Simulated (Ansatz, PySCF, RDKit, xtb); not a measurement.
Noncovalent pair: CH5N (SMILES CN) (first 7 atoms) with CH2O2 (SMILES O=CO); geometry from B3LYP-D3(BJ)/def2-TZVP, rigid monomers moved along the line of their centres of mass till N2···H12 is 2.95 Å.
(charge 0, multiplicity 1):
```xyz
12

C      0.19514     0.64616     0.15494
N     -0.56010    -0.44250     0.79307
H      0.98552     0.95850     0.83592
H     -0.46976     1.49363    -0.01173
H      0.64670     0.36391    -0.80059
H      0.05627    -1.22401     0.99038
H     -1.30299    -0.77824     0.19093
O      1.31973    -0.09902     4.70135
C      0.30325     0.28251     5.23280
O     -0.88134     0.38865     4.65801
H      0.25860     0.59237     6.28774
H     -0.80669     0.08304     3.68557
```

Interaction energies are E(AB) − E(A) − E(B) at the monomers' geometry in the complex; basis-set methods are counterpoise corrected. RDKit's UFF carries no charges.

Run with Ansatz (a program for electronic structure) with Gaussian orbitals; PySCF for the dispersion terms; RDKit for the force fields; xtb for the GFN methods. 

One of these levels gives -4.23 kcal/mol for the interaction energy. Which one is it?
A) PBE-D3(BJ)/def2-TZVPPD
B) GFN1-xTB
C) PBE0/def2-TZVPPD
D) UFF

C, PBE0/def2-TZVPPD. The others give -0.58 (UFF), -2.30 (GFN1-xTB), -4.83 (PBE-D3(BJ)/def2-TZVPPD)
